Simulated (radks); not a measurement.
Values are calculated unless marked as measured or tabulated.
Task: Successive ionisation energies (eV) of one element, from differences of total energies of ions in their ground configurations, starting at charge 22: 623.94, 668.28, 889.68, 933.76, 978.30, 1023.2, 1068.5, 1127.2, 1174.5, 1222.2, 1270.3, 1318.7, 1505.0, 1552.0, 1598.2, 1660.4, 1708.7, 1756.1, 1878.9, 1932.2, 3459.5, 3575.1. Level of theory: non-relativistic Kohn-Sham, TPSS, spin-polarised, spherical densities, point nucleus; open shells are filled with parallel spins first (spin-orbit coupling, left out, can overturn this in heavy ions); meta-GGA in the generalised Kohn-Sham scheme; relativity is left out, which matters for an element this heavy (a radial shooting solver on a logarithmic mesh with Libxc functionals). Which element is it?

Result: Ytterbium (Z = 70). The first species listed is Yb22+ in [Kr] 4d10 4f2, the last Yb43+ in [Ar] 3d9.
